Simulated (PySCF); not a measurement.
C₄H₉N, SMILES C/C=N/CC.

The structure is a stationary point at PBE0-D3(BJ)/def2-SVP. The structure was generated by enumeration; whether it is a known compound was not checked. Other conformers were not sampled.

Two levels are set side by side: PBE/def2-TZVP (PySCF) and B3LYP/def2-TZVP (PySCF). Same geometry, gas phase. Differences are taken from unrounded values.

```json
[
 {"quantity": "orbital gap (eV)", "PBE": "4.65"},
 {"quantity": "highest occupied level (eV)", "PBE": "-5.70"},
 {"quantity": "lowest empty level (eV)", "PBE": "-1.05"},
 {"quantity": "dipole moment (D)", "PBE": "1.27"},
 {"quantity": "mean polarisability (bohr³)", "PBE": "62.8"}
]
```

### Question
These are the PBE values. What does B3LYP give? (An estimate is asked for; the answer gives what the named calculation found.)

### Answer

```tsv
quantity	B3LYP	PBE minus B3LYP
orbital gap (eV)	6.75	-2.10
highest occupied level (eV)	-6.94	1.24
lowest empty level (eV)	-0.20	-0.85
dipole moment (D)	1.38	-0.11
mean polarisability (bohr³)	60.8	1.9
```

Without exact exchange PBE keeps part of each electron's self-repulsion, which lifts occupied levels and narrows the gap. PBE's more diffuse valence density responds more strongly to a field. Differences between two approximate levels are no errors against the true value.

Rough cost on one machine, each run with all the roots and properties that it gave: B3LYP against PBE within a factor of 2.
